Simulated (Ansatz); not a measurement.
Cost and result for the atomization energy of `O[SiH](O)O[SiH2]F` (11 atoms, 10 bonds).

```xyz
11

O    -1.930   -1.443    0.046
Si   -0.507   -0.887    0.596
O    -0.711   -0.414    2.145
O     0.020    0.400   -0.264
Si    1.097    1.081   -1.258
F     2.202    1.822   -0.378
H    -2.728   -0.991    0.323
H     0.461   -1.986    0.440
H    -0.119    0.255    2.493
H     0.421    2.106   -2.077
H     1.795    0.057   -2.066
```

Charge 0, multiplicity 1. The structure was optimised at the PBE0-D4/def2-TZVP level. It is one conformer, not always the lowest. Program: Ansatz. All runs use 4 threads of an AMD EPYC 7B13 on a shared host. Times are those of one run each, without the atoms' runs, and a repeat can differ threefold. Electronic energies, without spin–orbit coupling; frozen cores. CCSD(T)/CBS adds CCSD(T) − MP2 in def2-TZVPP to the MP2 limit, and its time is that of the two runs behind it. T1 = 0.012. B3LYP takes the VWN-RPA correlation (the form of Gaussian; ORCA's B3LYP/G).

CCSD(T)/CBS is a level of theory with its own doubt, some kJ/mol a heavy atom from the limit and from the frozen cores, so smaller differences don't rank the functionals.

| level | functions | wall time | atomization (kJ/mol) | difference from CCSD(T)/CBS | per bond |
| --- | --- | --- | --- | --- | --- |
| PBE-D4/def2-TZVPP (with forces) | 278 | 2.6 s | 4396.6 | -31.3 | -3.1 |
| PBE0-D4/def2-TZVPP | 278 | 3.3 s | 4308.8 | -119.1 | -11.9 |
| r2SCAN-D4/def2-TZVPP (with forces) | 278 | 4.4 s | 4389.7 | -38.2 | -3.8 |
| B3LYP-D4/def2-TZVPP (with forces) | 278 | 5.5 s | 4359.8 | -68.1 | -6.8 |
| B2PLYP/def2-TZVPP | 278 | 6 s | 4343.3 | -84.6 | -8.5 |
| ωB97X-V/def2-TZVPP | 278 | 7 s | 4401.4 | -26.5 | -2.7 |
| ωB97M-V/def2-TZVPP (with forces) | 278 | 10 s | 4402.2 | -25.7 | -2.6 |
| MP2/def2-QZVPP | 518 | 22 s | 4501.1 | 73.2 | 7.3 |
| CCSD(T)/def2-TZVPP | 278 | 4.1 min | 4285.6 | -142.3 | -14.2 |
| CCSD(T)/CBS(def2) | – | 4.5 min | 4427.9 | 0.0 | 0.0 |

The D4 term adds +38.0 kJ/mol with B3LYP and +20.1 kJ/mol with PBE0; it sums over pairs of atoms, weighted by their polarisabilities, and B3LYP, whose exchange is more repulsive, gets the larger term. From PBE to PBE0 (25 % exact exchange), in def2-TZVPP and without D4, the atomization energy moves by −84.2 kJ/mol: exact exchange takes away binding that semilocal exchange gives to molecules. In def2-TZVPP, CCSD(T) changes the Hartree–Fock value by +1084.1 kJ/mol (the triples alone add +60.2 kJ/mol) and MP2 by +1212.3 kJ/mol; breaking electron pairs costs correlation energy, which Hartree–Fock lacks.
